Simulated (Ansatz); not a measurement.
Ansatz (a program for electronic structure) input:
A basis named .json is the Basis Set Exchange file of that set.

Ansatz 0.2 input:
```yaml
crystal:
  periodic: [false, false, false]
  atoms:
    - {symbol: O, position_ang: [-1.09642053, -1.45666981, -0.59870716]}
    - {symbol: Si, position_ang: [-0.30620016, -0.14025036, 0.08393303]}
    - {symbol: O, position_ang: [-1.52667305, 1.01693019, 0.07793715]}
    - {symbol: O, position_ang: [-0.09420593, -0.70367240, 1.67047734]}
    - {symbol: Si, position_ang: [1.66891887, 0.70351559, -0.89171898]}
    - {symbol: H, position_ang: [-1.00730072, -2.22592434, -0.03001911]}
    - {symbol: H, position_ang: [-1.13114864, 1.89377914, 0.06862467]}
    - {symbol: H, position_ang: [0.78658844, -0.44258240, 1.95850269]}
    - {symbol: H, position_ang: [2.54012469, 0.03626521, 0.19026847]}
    - {symbol: H, position_ang: [1.47207064, 2.00004544, -0.07603233]}
basis:
  gaussian:
    orbitals: cc-pV_T+d_Z.json
    fitting: {mean_field: def2-universal-jkfit, correlation: cc-pVTZ-RIFIT.json}
total_charge: -1
magnetization: {spin_polarized: false}
correlation: {method: mp2, electrons: outside_noble_gas}
```

Question: Predict the final energy.

Answer: -806.61985 Eh (RI-MP2/cc-pV(T+d)Z). The basis has 238 functions.

It need not be the lowest isomer of its formula. Whether it binds its extra electron was not tested at this geometry.
